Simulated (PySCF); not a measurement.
Compound: C6H4ClN3.
Bonds: Cl1–C2, C2–C3 (aromatic), C3–C4 (aromatic), C4–C5 (aromatic), C5–C6 (aromatic), C6–N7 (aromatic), N7–N8 (aromatic), N8–N9 (aromatic), N9–C10 (aromatic), C2–C10 (aromatic), C5–N9 (aromatic). Hydrogens: H11 on C3; H12 on C4; H13 on C6; H14 on C10.

Computed, not measured: PySCF 2.14.0, density-fitted response routines, TDDFT CAM-B3LYP/def2-SVPD, vertical, gas phase, core orbitals frozen in the response. Isolated species at its GFN2-xTB geometry, gas phase.

```json
{"state": "S1", "E (eV)": "4.35", "λ (nm)": "285.0", "f": "0.050", "|μ| (D)": "1.74", "symmetry": "A′", "main configurations (H = HOMO, L = LUMO)": "H→L (95%)"}
{"state": "S2", "E (eV)": "4.98", "λ (nm)": "249.1", "f": "0.041", "|μ| (D)": "1.47", "symmetry": "A′", "main configurations (H = HOMO, L = LUMO)": "H→L+1 (57%), H-1→L (39%)"}
{"state": "S3", "E (eV)": "5.52", "λ (nm)": "224.5", "f": "0.0008", "|μ| (D)": "0.20", "symmetry": "–", "main configurations (H = HOMO, L = LUMO)": "H-2→L (90%)"}
{"state": "S4", "E (eV)": "5.73", "λ (nm)": "216.2", "f": "0.0053", "|μ| (D)": "0.50", "symmetry": "A″", "main configurations (H = HOMO, L = LUMO)": "H-2→L+1 (84%)"}
{"state": "S5", "E (eV)": "6.11", "λ (nm)": "202.8", "f": "0.752", "|μ| (D)": "5.69", "symmetry": "A′", "main configurations (H = HOMO, L = LUMO)": "H-1→L (56%), H→L+1 (37%)"}
{"state": "S6", "E (eV)": "6.22", "λ (nm)": "199.4", "f": "0.0001", "|μ| (D)": "0.05", "symmetry": "–", "main configurations (H = HOMO, L = LUMO)": "H→L+2 (83%)"}
{"state": "S7", "E (eV)": "6.57", "λ (nm)": "188.6", "f": "0.0003", "|μ| (D)": "0.11", "symmetry": "–", "main configurations (H = HOMO, L = LUMO)": "H→L+3 (61%)"}
{"state": "S8", "E (eV)": "6.58", "λ (nm)": "188.4", "f": "0.103", "|μ| (D)": "2.04", "symmetry": "A′", "main configurations (H = HOMO, L = LUMO)": "H-1→L+1 (87%)"}
```

Triplets (Tamm–Dancoff): T1 3.03 eV, H→L (90%); T2 3.87 eV, H→L+1 (90%); T3 4.54 eV, H-1→L (82%).

The lowest singlet lies at 4.35 eV (285 nm, ultraviolet) and is of moderate strength; its leading configuration is HOMO→LUMO (95%). The strongest level in the table is S5 at 6.11 eV (203 nm, f = 0.752). S7/S8 lie within about 0.01 eV of each other. Löwdin shares by element: HOMO carbon 42% or more, nitrogen 17% or more (atoms not listed hold the other 41%); LUMO carbon 68% or more (atoms not listed hold the other 32%). Orbital energies (eV): HOMO-3 -11.08, HOMO-2 -9.32, HOMO-1 -9.31, HOMO -7.99, LUMO -0.77, LUMO+1 0.10, LUMO+2 1.00. Of the 8 states listed, 4 reach f = 0.01 and 2 stay under 0.0005. The listed states span 2.23 eV, and the widest gap between neighbours is 0.63 eV (S1 to S2). Symmetry labels in Cs follow from the direction of the transition dipole and are given only for states with f of 0.002 or more. Singlets were solved by full linear response, triplets in the Tamm–Dancoff approximation.
